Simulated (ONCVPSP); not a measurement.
tungsten: from the effect back to the setting (ONCV)

Base potential:

```
Element                 : tungsten (W)
Generator               : ONCVPSP 4.0.1
Type                    : optimised norm-conserving Vanderbilt (ONCV)
Functional              : LDA (Perdew-Wang 92)
Relativity              : scalar-relativistic
Frozen core             : [Kr] 4d10 4f14
Valence charge          : 14
Reference configuration : 5s2 5p6 5d4 6s2
Partial waves           : 5s+6s: rc 1.90 bohr, ncon 4, nbas 7, qcut 6.6 1/bohr, 2 projectors; 5p: rc 1.25 bohr, ncon 4, nbas 8, qcut 6.7 1/bohr, 3 projectors, debl 2.2 Ha; 5d: rc 1.75 bohr, ncon 5, nbas 8, qcut 6 1/bohr, 2 projectors, debl 1.4 Ha
Local potential         : polynomial inside 0.90 bohr (lpopt 5, dvloc0 0 Ha)
Core correction         : Teter function fitted to the true core (icmod 2), fcfact 0.65
```

Cutoffs, loose and tight: the cutoffs (Ha) at which the residual kinetic energy of the hardest occupied pseudo-wave falls to 1 and 0.1 mHa per electron. They do not see the model core or the augmentation charge, which bear on the density cutoff. Test errors are all-electron minus pseudo excitation energies from the reference, over the configurations 5s2 5p6 5d4 6s1; 5s2 5p6 5d4 6s0; 5s2 5p6 5d3 6s0; 5s2 5p6 5d3 6s2; variants that change the core or the reference have their own tests.

Only the s radius is moved:

```json
{"s radius (bohr)": "1.28", "cutoff, loose": "71 Ha", "cutoff, tight": "127 Ha", "bound ghosts": "s", "largest test error (meV)": "-12", "median size of the test errors": "4.0 meV"}
{"s radius (bohr)": "1.48", "cutoff, loose": "71 Ha", "cutoff, tight": "127 Ha", "bound ghosts": "s", "largest test error (meV)": "-14", "median size of the test errors": "5.3 meV"}
{"s radius (bohr)": "1.8", "cutoff, loose": "71 Ha", "cutoff, tight": "127 Ha", "bound ghosts": "s", "largest test error (meV)": "-19", "median size of the test errors": "8.8 meV"}
{"s radius (bohr)": "2.14", "cutoff, loose": "71 Ha", "cutoff, tight": "127 Ha", "bound ghosts": "s", "largest test error (meV)": "-23", "median size of the test errors": "12.5 meV"}
{"s radius (bohr)": "2.56", "cutoff, loose": "71 Ha", "cutoff, tight": "127 Ha", "bound ghosts": "s", "largest test error (meV)": "-29", "median size of the test errors": "16.4 meV"}
{"s radius (bohr)": "2.7", "cutoff, loose": "71 Ha", "cutoff, tight": "127 Ha", "bound ghosts": "s", "largest test error (meV)": "-30", "median size of the test errors": "17.5 meV"}
```

Task: One more run gave cutoff, loose: 71 Ha; cutoff, tight: 127 Ha; bound ghosts: s; largest test error (meV): -25; median size of the test errors: 14.0 meV. Which value of the s radius was used?

Result: 2.3 bohr. The median size of the test errors moves one way along this sweep, from 4.0 meV at 1.28 to 17.5 meV at 2.7 bohr, which places the run between 2.14 and 2.56 bohr.
